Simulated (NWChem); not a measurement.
Molecule: GeH4O; SMILES [OH][GeH3]

```xyz
6

Ge    -0.0122    -0.3152     0.0000
O     -0.0798     1.4666     0.0000
H      0.7181    -0.8269    -1.2605
H     -1.4818    -0.7517     0.0000
H      0.7181    -0.8269     1.2605
H      0.7940     1.8705     0.0000
```
Atoms are numbered in this order, from 1.

Computed with NWChem. Pople sets run with spherical d functions. Geometry: optimised at PBE0/def2-SVP. Vzz is the largest principal value of the second derivative of the potential at the nucleus (NWChem prints the opposite sign); η is the asymmetry. Non-relativistic.

### Question
What does the run give for CAM-B3LYP/6-31G*? Quantities: Vzz Ge1 (a.u.); η Ge1; Vzz O2 (a.u.); η O2.

### Answer
| Quantity | Result |
|---|---|
| Vzz Ge1 (a.u.) | 1.050 |
| η Ge1 | 0.12 |
| Vzz O2 (a.u.) | 1.397 |
| η O2 | 1.00 |
